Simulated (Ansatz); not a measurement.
`[NH2][Na]` + `[NH]=[Ta]([NH2])([OH])[Cl]` → `[Na][Cl]` + `[NH]=[Ta]([NH2])([NH2])[OH]`  (redistribution)

Gas-phase electronic energies from Ansatz, PBE0-D4/def2-TZVP geometries. CCSD(T)/CBS adds triple-zeta CCSD(T) − MP2 to the extrapolated MP2 energy (def2 sets, frozen cores). DFT in def2-TZVPP. Elements past krypton have def2 core potentials. For Na, Ta outer-core shells are correlated without core-valence functions, which leaves a few kJ/mol of doubt a bond. Each species was taken in one conformer, which may not be the lowest.

`[NH2][Na]`:

Cartesian coordinates in Å:
```
N 0.147 0.069 -0.151
Na -1.069 -0.119 1.521
H -0.117 0.438 -1.059
H 1.039 -0.387 -0.311
```

`[NH]=[Ta]([NH2])([OH])[Cl]`:

Cartesian coordinates in Å:
```
N 0.684 -1.282 0.910
Ta -0.236 0.127 0.391
N 0.871 0.922 -1.032
O -1.930 -0.373 -0.319
Cl -0.538 1.628 2.150
H 1.157 -2.087 1.285
H 1.781 0.603 -1.322
H 0.559 1.685 -1.617
H -2.349 -1.223 -0.447
```

`[Na][Cl]`:

Z-matrix (Å, degrees):
```
Na
Cl 1 2.358
```

`[NH]=[Ta]([NH2])([NH2])[OH]`:

Cartesian coordinates in Å:
```
N -1.304 -0.478 -1.218
Ta 0.049 0.073 -0.219
N 0.853 -1.571 0.572
N -0.741 1.273 1.162
O 1.416 1.035 -1.164
H -2.023 -0.746 -1.867
H 0.490 -2.505 0.467
H 1.657 -1.579 1.183
H -0.211 1.756 1.874
H -1.725 1.449 1.287
H 1.539 1.293 -2.076
```

| level | ΔE (kJ/mol) |
| --- | --- |
| ωB97X-V | -137.9 |
| PBE-QIDH | -135.4 |
| PBE0 | -133.8 |
| HF/def2-SVP | -169.3 |

Problem. What does CCSD(T)/CBS give? (Best estimate.)

Solution. Computed: -131.3 kJ/mol. The listed levels differ from it by -6.6, -4.1, -2.5, -38.0 kJ/mol.

Largest T1 diagnostic among the species: 0.018.

At CCSD(T), def2-SVP lies −8.2 kJ/mol from the extrapolated value and def2-TZVPP −0.3 kJ/mol. From BLYP to BHLYP (50 % exact exchange), in def2-TZVPP and without D4, ΔE moves by −22.6 kJ/mol.
